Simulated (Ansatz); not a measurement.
Total energies of Zn6Te6H22 from Ansatz at BHLYP-D4/def2-TZVP, gas phase (1 Eh = 27.2114 eV = 2625.5 kJ/mol). The reference geometry is relaxed at PBE-D4/def2-SVP, loosely relaxed.

Cartesian coordinates in Å:
```
Zn 2.167 2.667 -2.579
Zn -3.114 -0.622 -1.343
Zn 3.784 -1.735 1.181
Zn -1.944 -2.494 0.502
Zn 0.229 0.982 1.086
Zn -3.094 0.596 1.159
Te 3.639 0.646 -0.756
Te -0.396 -0.786 -0.889
Te 0.426 3.311 -0.103
Te -3.363 2.432 -0.909
Te 1.839 -0.101 2.802
Te -1.795 -1.996 3.185
H 0.872 1.772 -2.676
H 3.320 3.679 -2.834
H -3.892 -0.861 -2.661
H -1.685 0.799 -4.273
H 2.391 -2.305 0.707
H 5.248 -1.592 1.691
H -2.623 -3.781 -0.069
H 0.167 -4.348 0.764
H -1.414 0.701 1.459
H -3.303 -0.969 0.344
H -4.124 0.854 2.311
H 4.763 0.246 -1.953
H 4.767 1.675 -0.055
H 0.546 -1.696 -1.947
H -1.020 1.124 -4.057
H 0.348 4.158 1.362
H -2.593 1.781 -2.268
H -1.621 3.033 -0.387
H 0.772 -3.866 0.803
H 1.937 1.310 3.737
H -0.989 -3.455 3.454
H -0.245 -1.157 3.217
```

| state | geometry | energy (Eh) |
| --- | --- | --- |
| charge 0 singlet | reference | -12297.10417 |
| charge 1 doublet | reference | -12296.81244 |
| charge -1 doublet | reference | -12297.12445 |
| free Zn atom (singlet) | – | -1779.35690 |
| free Te atom (triplet) | – | -267.93437 |
| free H atom (doublet) | – | -0.49854 |

In the def2 sets Te takes a core potential; there is no spin–orbit coupling. Single mean-field runs in def2-TZVP are fitted with def2-universal-jkfit.

**Question.** Work out the vertical ionisation energy to the doublet.

**Answer.** E(charge 1 doublet) − E(charge 0 singlet) = -12296.81244 − (-12297.10417) = 0.29173 Eh = 7.94 eV. For comparison, −ε of the highest occupied level is 7.31 eV at this level, 0.63 eV less.

**Question.** Work out the vertical electron affinity, to the doublet.

**Answer.** E(charge 0 singlet) − E(charge -1 doublet) = -12297.10417 − (-12297.12445) = 0.02028 Eh = 0.55 eV. The basis lacks diffuse functions, which makes affinities too small.

**Question.** Give the fundamental gap IE − EA, the Mulliken electronegativity (IE + EA)/2 and the hardness (IE − EA)/2.

**Answer.** From the values in Eh: IE − EA = 0.29173 − 0.02028 = 0.27145 Eh = 7.39 eV; (IE + EA)/2 = 4.25 eV; (IE − EA)/2 = 3.69 eV. The HOMO–LUMO gap of the same run is 6.29 eV, 1.10 eV smaller than the fundamental gap.

**Question.** What is the binding energy per atom against free atoms?

**Answer.** Atoms: 6 × (-1779.35690) + 6 × (-267.93437) + 22 × (-0.49854) = -12294.71550 Eh. Binding: -12294.71550 − (-12297.10417) = 2.38867 Eh = 65.00 eV, or 1.91 eV for each of 34 atoms (no zero-point energy, no counterpoise term).

The geometry of the charge 0 singlet is only loosely relaxed. The geometry of the charge 1 doublet is only loosely relaxed. The geometry of the charge -1 doublet is only loosely relaxed. At BHLYP-D4/def2-TZVP the highest occupied level of the charge -1 doublet lies above zero (up to 0.10 eV). By energy differences its removal costs 0.55 eV (vertical, to the charge 0 singlet, at BHLYP-D4/def2-TZVP); self-interaction error and the lack of diffuse functions both raise the level.
